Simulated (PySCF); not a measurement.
## Static response to an electric field

C4H6F2O2Si.
Cartesian coordinates in Å at the GFN2-xTB level; atoms count from 1:
```xyz
15
C4H6F2O2Si angstrom
F      3.1552    0.5328    0.3577
C      2.3813   -0.4443   -0.2245
O      1.2426    0.0957   -0.7683
C      0.2807    0.5088    0.1769
C     -0.8252    1.2001   -0.5609
C     -1.9901    0.5725   -0.4718
F     -3.1058    1.0215   -1.0666
Si    -1.7963   -0.9743    0.6025
O     -0.2209   -0.5955    0.8738
H      2.9663   -0.8745   -1.0434
H      2.1691   -1.1812    0.5635
H      0.7550    1.1790    0.9127
H     -0.6023    2.0957   -1.1126
H     -2.4923   -0.9068    1.8788
H     -1.9216   -2.2216   -0.1398
```

Level: wB97X-D/def2-SVPD (PySCF), static field, nuclei fixed, core orbitals frozen in the response. The polarisability tensor in these axes (au):

```
x   92.18  5.42 -1.63
y    5.42 74.05 -5.03
z   -1.63 -5.03 65.68
```

Q: Give the principal values, the mean and the anisotropy Δα = √{½[(α1 − α2)² + (α2 − α3)² + (α1 − α3)²]}.

A: Principal values 63.30, 74.63 and 93.99 au; mean 77.30 au = 11.46 Å³ = 12.75 × 10⁻⁴⁰ C²·m²/J; Δα = 26.88 au (35 % of the mean).

Q: What is the dipole moment, and where does it point?

A: (-0.70, -1.28, 0.49) D, 1.54 D in size, pointing from the negative to the positive side. Measured along this direction, the outermost atoms are H13 and F1 at the negative end and H15 at the positive end.

Q: Find the Langevin capture rate constant for NO+ (29.998 u) meeting this molecule (152.011 u), k = 2.342 × 10⁻⁹ cm³/s × √(α in Å³ / reduced mass in u).

A: The reduced mass is 25.05 u, so k = 1.58 × 10⁻⁹ cm³/s. The formula leaves out the permanent dipole, which adds to the capture rate.

Q: Traceless (Buckingham) quadrupole moment about the centre of nuclear charge: eigenvalues?

A: -9.86, 2.98, 6.88 D·Å. The values depend on the origin, since the dipole doesn't vanish. The electronic extent ⟨r²⟩ about the same centre is 1598 bohr², a root-mean-square distance of 2.39 Å for the 78 electrons.

Q: Refractivity n − 1 of an ideal gas of it at 350 K and 1 atm, from the electronic α?

A: N = p/kT = 2.0968 × 10¹⁹ cm⁻³, so n − 1 = 2π × N × 11.46 × 10⁻²⁴ cm³ = 1509 × 10⁻⁶ at long wavelengths, for an ideal gas.

Q: Sum over states: ᾱ = Σ f/ω², ω in Eh. What share falls to these 8 lowest TDDFT singlets (eV, f)? 6.83, 0.0142; 6.99, 0.1644; 7.24, 0.1030; 7.45, 0.0034; 7.56, 0.0106; 7.86, 0.0047; 7.95, 0.0068; 8.01, 0.0410.

A: They add up to 4.97 au, 6.4 % of the 77.30 au; the largest single term is 2.49 au, from the state at 6.99 eV. Terms in order: 0.23, 2.49, 1.45, 0.05, 0.14, 0.06, 0.08, 0.47 au. Higher excitations give the rest. The strengths listed sum to 0.348.

The structure is a single GFN2-xTB conformer in the gas phase; no vibrational or solvent corrections.

These values come from a run that also computed excited states. On Arm Neoverse V1, one thread (shared host), this took 87 s of wall time and 1.1 GiB of memory at its peak.

The pairwise dispersion term of wB97X-D wasn't added to the energies; at a given geometry it leaves orbitals and properties as they are.
